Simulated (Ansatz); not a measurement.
## What each rung costs, and what it gives

Saddle point of Si2H7OF, closed shell (Si₂H₅F ([F][SiH2][SiH3]) + H₂O → Si₂H₆O ([OH][SiH2][SiH3]) + HF; bonds formed: Si1–O7, F2–H6; bonds broken: Si1–F2, H6–O7), PBE0-D4/def2-TZVP structure:

Si1  (-0.360, -0.226, -0.619)
F2  (1.127, 1.081, -0.823)
H3  (0.008, -0.718, -1.968)
H4  (-1.762, -0.769, -0.473)
Si5  (0.742, -0.980, 1.294)
H6  (0.028, 1.772, -0.801)
O7  (-0.997, 1.502, -0.578)
H8  (0.517, 0.018, 2.377)
H9  (0.171, -2.282, 1.737)
H10  (2.202, -1.132, 1.071)
H11  (-1.676, 1.734, -1.218)
(Å)

Barriers are electronic and count from the start structure reached by relaxing down the imaginary mode.

Ansatz 0.2.0; basis: as named in each row; cores frozen in the correlated methods. B3LYP uses VWN-RPA correlation. Extrapolation: Hartree–Fock as exp(−7.88 √X), correlation as X^−2.97.

Times are rough, for one single point on 4 threads of a shared host (Arm Neoverse V2).

The estimate by CCSD(T) at an estimated basis limit (MP2 extrapolated from triple and quadruple zeta, plus CCSD(T) − MP2 in triple zeta) is 130.4 kJ/mol.

```
      method       basis  time (s)  barrier (kJ/mol)  method less estimate
          HF      STO-3G   under 1             177.9                  47.5
      PBE-D4      STO-3G   under 1             -19.5                -149.9
       SPW92    def2-SVP   under 1              54.5                 -75.9
    B3LYP-D4       6-31G   under 1              82.6                 -47.8
      PBE-D4    def2-SVP   under 1              88.8                 -41.7
     PBE0-D4    def2-SVP   under 1             102.9                 -27.5
       SPW92  def2-TZVPP         1              70.9                 -59.5
      PBE-D4  def2-TZVPP         1             103.6                 -26.8
     BLYP-D4  def2-TZVPP         2             119.6                 -10.8
    BHLYP-D4  def2-TZVPP         2             141.2                  10.8
    B3LYP-D4  def2-TZVPP         2             127.1                  -3.3
CAM-B3LYP-D4  def2-TZVPP         2             124.1                  -6.4
     PBE0-D4  def2-TZVPP         2             116.0                 -14.4
     CCSD(T)    def2-SVP         2             129.2                  -1.3
     wB97M-V    def2-SVP         3             108.2                 -22.2
   r2SCAN-D4  def2-TZVPP         3             115.0                 -15.5
  r2SCAN0-D4  def2-TZVPP         3             122.8                  -7.6
  RPA on PBE  def2-TZVPP         4             130.4                  -0.1
      B2PLYP  def2-TZVPP         4             128.6                  -1.8
    PBE-QIDH  def2-TZVPP         5             123.5                  -6.9
     wB97X-V  def2-TZVPP         6             124.9                  -5.5
     wB97M-V  def2-TZVPP         6             121.8                  -8.7
      B97M-V  def2-TZVPP         6             130.2                  -0.3
         MP2  def2-QZVPP        15             126.1                  -4.3
     CCSD(T)  def2-TZVPP        91             130.8                   0.3
```

All methods are single points on the PBE0-D4 structures; a negative value means that the method puts the saddle structure below the start.

T1 diagnostic: at most 0.013.

The step is the kind of ligand exchange by which a precursor binds to a hydroxyl group, or is hydrolysed, in atomic layer deposition of oxides.

Labels in which every atom is bracketed show which atoms are joined, not bond orders.
